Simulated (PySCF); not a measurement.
## What builds the first ionisation energy along group 11

All values are computed (PySCF 2.14, energy differences of UHF-based or UKS calculations, no spin-orbit coupling). Each column adds one step, in eV (sums use unrounded values): valence MP2, valence CCSD, valence triples, then the next inner shell at CCSD(T) (Cu 3s 3p, Ag 4s 4p, Au 5s 5p). References (NIST) marked * lie between the lowest fine-structure levels; the others compare directly ((s) semi-empirical, (t) theoretical).

| element | UHF | + MP2 | + CCSD | + (T) | + inner shell | sum | reference |
| --- | --- | --- | --- | --- | --- | --- | --- |
| Cu [Ar] 3d10 4s1 → [Ar] 3d10 (x2c-TZVPPall with one added diffuse shell each of s, p, d, f type, spin-free X2C) | 6.598 | 1.051 | -0.139 | 0.156 | 0.022 | 7.688 | 7.726 |
| Ag [Kr] 4d10 5s1 → [Kr] 4d10 (x2c-TZVPPall with one added diffuse shell each of s, p, d, f type, spin-free X2C) | 6.356 | 1.087 | -0.137 | 0.096 | 0.086 | 7.489 | 7.576 |
| Au [Xe] 4f14 5d10 6s1 → [Xe] 4f14 5d10 (x2c-TZVPPall with one added diffuse shell each of s, p, d, f type, spin-free X2C) | 7.710 | 1.444 | -0.229 | 0.104 | 0.087 | 9.116 | 9.226 |

What remains against the references is mostly basis incompleteness.

These are valence bases, so the inner-shell step is incomplete.
